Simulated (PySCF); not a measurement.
## Solvent effects on NMR parameters

Geometry:
| atom | x (Å) | y (Å) | z (Å) |
| --- | --- | --- | --- |
| F1 | -3.845 | 0.007 | 1.442 |
| C2 | -3.062 | -0.113 | 0.402 |
| F3 | -3.732 | -0.338 | -0.704 |
| C4 | -1.723 | -0.017 | 0.444 |
| F5 | -1.168 | 0.215 | 1.632 |
| C6 | -0.877 | -0.153 | -0.718 |
| C7 | 0.466 | -0.090 | -0.758 |
| O8 | 1.245 | 0.113 | 0.315 |
| Si9 | 2.925 | 0.205 | 0.324 |
| H10 | -1.391 | -0.326 | -1.665 |
| H11 | 0.973 | -0.212 | -1.724 |
| H12 | 3.502 | -1.061 | -0.218 |
| H13 | 3.308 | 0.405 | 1.743 |
| H14 | 3.375 | 1.349 | -0.524 |

GIAO PBE0/pcSseg-1 in PySCF on one PBE0-D3(BJ)/def2-SVP conformer, non-relativistic, equivalent nuclei averaged. Solvents enter as an IEF-PCM continuum (cyclohexane with ε = 2.0, dichloromethane with ε = 8.9) around the gas-phase geometry. Shifts are referred to CFCl3, TMS computed in the same medium.

Gas phase, δ in ppm: F1 -109.8, F3 -122.9, F5 -194.1, C2 161.1, C7 146.3, C4 134.1, C6 101.5, Si9 -26.8, H11 6.18, H12/H13/H14 4.95, H10 4.89. Dipole moment 2.95 D.

Task: How does each δ change in the continuum?

Result: 
```csv
atoms,environment,"Δδ, cyclohexane","Δδ, dichloromethane"
F1,vinylic fluorine,-0.6,-0.8
F3,vinylic fluorine,+0.5,+1.9
F5,vinylic fluorine,-0.8,-2.1
C2,fully substituted alkene carbon,+0.3,+0.7
C7,alkene carbon bearing oxygen,+1.7,+3.6
C4,fully substituted alkene carbon,+0.6,+1.3
C6,β carbon of an enol-ether or enamine type C=C,-0.5,-0.9
Si9,"silicon bonded to O, 3 H",+0.9,+1.8
H11,hydrogen on an alkene carbon bearing oxygen,+0.14,+0.31
H12/H13/H14,hydrogen on a silicon bonded to O,+0.01,+0.01
H10,hydrogen on a β carbon of an enol-ether or enamine type C=C,+0.08,+0.19
```

Changes are relative to the gas phase. The dipole moment becomes 3.25 D in cyclohexane, 3.59 D in dichloromethane.

Task: Which of the listed nuclei move most (in ppm), and what does the model miss? (N and O are left out, as their reference compounds move with the solvent too.)

Result: C7 (alkene carbon bearing oxygen, +3.6 ppm) in dichloromethane. A continuum only polarises the solute; specific hydrogen bonds, the anisotropy of aromatic solvents and changes of geometry or conformer are outside it.
